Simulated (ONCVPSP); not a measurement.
What one change does to a pseudopotential (cerium, ONCV)

ONCVPSP 4.0.1 input, shortened (lines: element, Z, core and valence counts, functional; n l f; lmax; l rc ep ncon nbas qcut; lloc lpopt rc5 dvloc0; l nproj debl; icmod fcfact rcfact), PBEsol, scalar-relativistic:

```
  Ce 58.00    9    5  -116133      upf
    1    0    2.00
    2    0    2.00
    2    1    6.00
    3    0    2.00
    3    1    6.00
    3    2   10.00
    4    0    2.00
    4    1    6.00
    4    2   10.00
    4    3    1.00
    5    0    2.00
    5    1    6.00
    5    2    1.00
    6    0    2.00
    3
    0    2.90    0.00    5    9    4.90
    1    1.90    0.00    4    8    3.60
    2    3.60    0.00    4    9    4.70
    3    1.80    0.00    5   10    9.90
    4    1    1.35    4.00
    0    2    2.20
    1    2    0.40
    2    2    0.40
    3    2    1.20
    1    0.45    0.00
```

In the p channel the program set the typed energies aside and used -0.854, 0.250 Ha.

Change: local potential polynomial inside 1.35 bohr (lpopt 5, dvloc0 4 Ha).

Cutoffs: the cutoffs (Ha) at which the residual kinetic energy of the hardest occupied pseudo-wave falls to 1 and 0.1 mHa per electron; they do not see the model core or the augmentation charge, which bear on the density cutoff. Errors are all-electron minus pseudo energies relative to the spin-unpolarised reference configuration.

Task: What does the change do?

Result: The potential gets neither clearly harder nor softer (42 Ha and 56 Ha → 42 Ha and 56 Ha); the lowest positive-energy flag moves from s at 69.4 eV to s at 41.5 eV; the errors of the 4 common tests hardly move; neither file shows a bound ghost.

| quantity | base | changed |
| --- | --- | --- |
| cutoff, loose | 42 Ha | 42 Ha |
| cutoff, tight | 56 Ha | 56 Ha |
| bound ghosts | none | none |
| GHOST(+) flags under 300 eV | s at 69.4 eV | s at 41.5 eV |
| error for 4f1 5s2 5p6 5d1 6s1, meV [ΔE 6.10 eV] | -1.9 | -1.9 |
| error for 4f1 5s2 5p6 5d1 6s0, meV [ΔE 17.14 eV] | -8.3 | -8.3 |
| error for 4f1 5s2 5p6 5d0 6s0, meV [ΔE 36.28 eV] | +1.0 | +0.9 |
| error for 4f1 5s2 5p6 5d2 6s0, meV [ΔE 6.26 eV] | -14 | -14 |
| s: phases at 2.95 bohr within 0.05 rad from the reference energy up to (Ha; the scan ends near 5) | 2.1 | 1.4 |
| p: phases at 1.93 bohr within 0.05 rad from the reference energy up to (Ha; the scan ends near 5) | 3.1 | 3.1 |
| d: phases at 3.65 bohr within 0.05 rad from the reference energy up to (Ha; the scan ends near 5) | 2.8 | 2.8 |
| f: phases at 1.83 bohr within 0.05 rad from the reference energy up to (Ha; the scan ends near 5) | to the end of the scan | to the end of the scan |
| rms error of d²Exc/dni dnj with the model core, mHa | 2.52 | 2.52 |
